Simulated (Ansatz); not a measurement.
Stepwise reaction of `[CH3][W]([CH3])(=[NH])=[NH]` with ammonia, as a gas-phase model of exchange steps in deposition or etching. ΔE in kJ/mol; ΔG adds harmonic PBE0-D4 terms to CCSD(T)/CBS, at 1 bar.

Isolated molecules relaxed with PBE0-D4/def2-TZVP in Ansatz; ΔE leaves out vibrations. CBS: MP2 limit from def2 TZ/QZ plus the TZ coupled-cluster correction, frozen cores. This one scheme is used for every species. DFT in def2-TZVPP. B3LYP here is the variant with VWN-RPA as its local correlation; programs differ in this. def2 core potentials past Kr. For W outer-core shells are correlated without core-valence functions, which leaves a few kJ/mol of doubt a bond. One conformer a species, not always the lowest.

```json
{"step": "1", "reaction": "`[CH3][W]([CH3])(=[NH])=[NH]` + NH₃ → `[CH3][W](=[NH])(=[NH])[NH2]` + CH₄", "PBE-D4": "-100.2", "B3LYP-D4": "-105.9", "ωB97M-V": "-103.2", "CCSD(T)/CBS": "-101.7", "ΔG(500 K)": "-92.5"}
{"step": "2", "reaction": "`[CH3][W](=[NH])(=[NH])[NH2]` + NH₃ → `[NH]=[W](=[NH])([NH2])[NH2]` + CH₄", "PBE-D4": "-73.6", "B3LYP-D4": "-77.8", "ωB97M-V": "-72.6", "CCSD(T)/CBS": "-70.5", "ΔG(500 K)": "-64.8"}
```

(1) By hand: ΔE of the 2 steps together at CCSD(T)/CBS.

## Answers

(1) (-101.7) + (-70.5) = -172.2 kJ/mol, or -86.1 kJ/mol a step.

In ΔE each step is higher than the one before. All are downhill at CCSD(T)/CBS. ΔG lies between -92.5 and -64.8 kJ/mol a step. PBE-D4 differs from CCSD(T)/CBS by -3.1 to 1.5 kJ/mol a step. Only this route is followed, and other bonds may react first. Isolated molecules leave out the surface, adducts and barriers. Largest T1 diagnostic: 0.020.
